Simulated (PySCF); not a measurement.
Molecule: SMILES CCP(CC)CC, C$_{6}$H$_{15}$P.

Numbering as in the mapped SMILES `[CH3:1][CH2:2][P:3]([CH2:4][CH3:5])[CH2:6][CH3:7]`; H(Xn) means a hydrogen on atom n.

Geometry PBE0-D3(BJ)/def2-SVP throughout; GIAO in PySCF 2.14.0 with density-fitted response routines, gas phase, one conformer, non-relativistic; equivalent atoms averaged; functional PBE0.

Question: How do the absolute shieldings σ depend on the basis set? (ppm; last column core-seconds on 1 thread of an Arm Neoverse V1, shared host)

Answer: 
```csv
basis set,functions,C2/C4/C6,C1/C5/C7,P3,H(C1)/H(C5)/H(C7),H(C2)/H(C4)/H(C6),core-s
STO-3G,54,211.9,216.1,561.2,31.94,32.15,7.2
6-31G,97,175.9,187.1,444.5,31.40,31.28,15
6-31G*,132,170.8,182.3,410.5,30.87,30.66,18
"6-311+G(2d,p)",287,160.5,175.5,337.2,30.48,30.27,58
```

Question: Which nucleus moves most, in ppm?

Answer: P3 (phosphorus bonded to 3 C): from 337.2 ppm with 6-311+G(2d,p) to 561.2 ppm with STO-3G. The smallest spread is 1.46 ppm, at H(C1)/H(C5)/H(C7). Proton shifts span only some 12 ppm, so a few tenths of a ppm matter as much there as several ppm in carbon.

Question: Taking the largest basis, 6-311+G(2d,p) (287 functions), as the yardstick, rank the others by their worst heavy-atom deviation.

Answer: 6-31G* 73.3 ppm (132 functions), 6-31G 107.3 ppm (97 functions), STO-3G 223.9 ppm (54 functions).

A small basis that lands close on one nucleus may do so by chance; judge by the trend and by all nuclei.
